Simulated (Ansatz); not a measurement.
The cluster Hf₃Si. Charge 0, multiplicity 1. Geometry relaxed at B3LYP-D4/def2-SVP.

```xyz
4

Hf   -0.446    0.181   -1.385
Hf    0.698   -2.035   -0.307
Hf    0.930    0.278    1.099
Si   -1.182    1.575    0.593
```

In the def2 sets Hf takes a core potential; there is no spin–orbit coupling. The restricted singlet is unstable towards broken spin symmetry at other levels; at B3LYP-D4/def2-SVP this wasn't settled. At PBE0-D4/def2-TZVP a quintet of charge 0 lies 1.20 eV below the restricted singlet, each at its own geometry. The structure comes from a short search, and lower isomers may exist.

Task: Estimate the harmonic wavenumbers at RKS B3LYP-D4/def2-SVP (Ansatz, unscaled). Is this a minimum?

Result: 53, 113, 124, 184, 244, 353 cm⁻¹. Yes, no mode is imaginary beyond noise. Zero-point energy 6.4 kJ/mol. It took 60 s on 4 threads of Arm Neoverse V2 on a shared host.
